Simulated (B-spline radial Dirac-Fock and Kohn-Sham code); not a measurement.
**EELS cross sections of the Ge M3 (3p3/2) edge**

System: neutral germanium in the configuration [Ar] 3d10 4s2 4p2. Model: the first Born approximation with generalised oscillator strengths from a Dirac-Hartree-Slater potential (longitudinal and transverse terms; continuum final states only, so no white lines or fine structure). Program: an atomic code on a B-spline grid. The edge is taken at 120.8 eV (tabulated value).

Input file task.json (cfg lists n, l and occupation; rrms is the nuclear radius in fm):

```json
{"items": [{
  "Z": 32,
  "q": 0,
  "cfg": [[1, 0, 2], [2, 0, 2], [2, 1, 6], [3, 0, 2], [3, 1, 6], [3, 2, 10], [4, 0, 2], [4, 1, 2]],
  "A": 74,
  "rrms": 4.0742,
  "do": "eels",
  "beams": [[60, 5], [60, 10], [60, 100], [80, 5], [80, 10], [100, 5], [100, 50], [120, 10], [120, 100], [200, 5], [200, 10], [200, 20], [200, 50], [300, 5]],
  "edges": {"M3": 120.8}
}]}
```

Command: `python xray2_run.py task.json out`

Generalised oscillator strength df/dE of the whole subshell in 10⁻³ per eV, against momentum transfer:

| q (1/a₀) | 1 eV above | 15 eV above | 30 eV above | 125 eV above |
| --- | --- | --- | --- | --- |
| 0.0400 | 2.55 | 2.80 | 3.21 | 4.41 |
| 0.0527 | 2.56 | 2.80 | 3.21 | 4.41 |
| 0.0695 | 2.56 | 2.80 | 3.21 | 4.41 |
| 0.0916 | 2.57 | 2.80 | 3.22 | 4.41 |
| 0.121 | 2.58 | 2.81 | 3.22 | 4.42 |
| 0.159 | 2.61 | 2.82 | 3.24 | 4.43 |
| 0.210 | 2.65 | 2.84 | 3.26 | 4.46 |
| 0.277 | 2.72 | 2.87 | 3.29 | 4.49 |
| 0.365 | 2.85 | 2.93 | 3.36 | 4.56 |
| 0.481 | 3.05 | 3.02 | 3.46 | 4.67 |
| 0.634 | 3.37 | 3.18 | 3.64 | 4.86 |
| 0.836 | 3.85 | 3.45 | 3.91 | 5.18 |
| 1.10 | 4.47 | 3.87 | 4.30 | 5.71 |
| 1.45 | 5.01 | 4.42 | 4.78 | 6.52 |
| 1.91 | 5.02 | 4.86 | 5.14 | 7.56 |
| 2.52 | 4.01 | 4.59 | 4.89 | 8.27 |
| 3.33 | 2.33 | 3.26 | 3.58 | 7.33 |
| 4.39 | 1.03 | 1.67 | 1.86 | 4.39 |
| 5.78 | 0.411 | 0.665 | 0.738 | 1.65 |
| 7.62 | 0.115 | 0.196 | 0.220 | 0.432 |
| 10.0 | 0.0151 | 0.0346 | 0.0400 | 0.0779 |
| 13.2 | 0.00171 | 0.00408 | 0.00479 | 0.00935 |
| 17.5 | 0.000541 | 0.000751 | 0.000866 | 0.00150 |
| 23.0 | 0.000173 | 0.000240 | 0.000276 | 0.000470 |
| 30.3 | 4.87e-05 | 6.01e-05 | 6.91e-05 | 0.000118 |
| 40.0 | 8.74e-06 | 9.82e-06 | 1.13e-05 | 1.91e-05 |

As q goes to zero the values tend to the optical oscillator strength. At 125 eV above the edge the largest value on this grid is at q = 2.52 per a₀; a free electron at rest would take up the loss of 246 eV at q = 4.25 per a₀, where the Bethe ridge forms once the loss is well above the edge energy.

Values without a named source are computed, but for edge energies of neutral atoms, which are taken from tables.
